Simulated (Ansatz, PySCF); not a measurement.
In(F)3 cation (F3In), SMILES [F][In]([F])[F] (connectivity only; charge and spin as stated), charge +1, multiplicity 2. Atoms are numbered in the order given.

```xyz
4

In     0.0000     0.0000    -0.1914
F      0.0000    -1.0241     1.5692
F      0.0000     0.0000    -2.0828
F      0.0000     1.0241     1.5692
```
Charge +1, spin multiplicity 2.

The structure is a stationary point at B3LYP-D3(BJ)/def2-SVP. The multiplicity is an assumed one; other spin states were not compared. The isomer is the one that the SMILES or the coordinates give; other isomers of the formula were not compared. The def2 effective core potentials stand for the cores of In; spin–orbit coupling is left out.

Two levels are set side by side: PBE-D3(BJ)/def2-SVP (Ansatz, a program for electronic structure) and B3LYP-D3(BJ)/def2-SVP (Ansatz). Each level has its own optimised geometry; the coordinates shown are those of the second. Frequencies come from the Hessian of PySCF at each geometry. Differences are taken from unrounded values.

```csv
quantity,B3LYP-D3(BJ),PBE-D3(BJ),PBE-D3(BJ) minus B3LYP-D3(BJ)
mean bond length (Å),1.988,2.004,0.016
bond In1–F2 (Å),2.037,2.054,0.017
bond In1–F3 (Å),1.891,1.905,0.014
bond In1–F4 (Å),2.037,2.054,0.017
highest harmonic wavenumber (cm⁻¹),702,677,-25
mean harmonic wavenumber (cm⁻¹),348,343,-5
zero-point energy (kcal/mol),2.99,2.95,-0.04
```

Exact exchange shortens and stiffens bonds; PBE has none. Differences between two approximate levels are no errors against the true value.
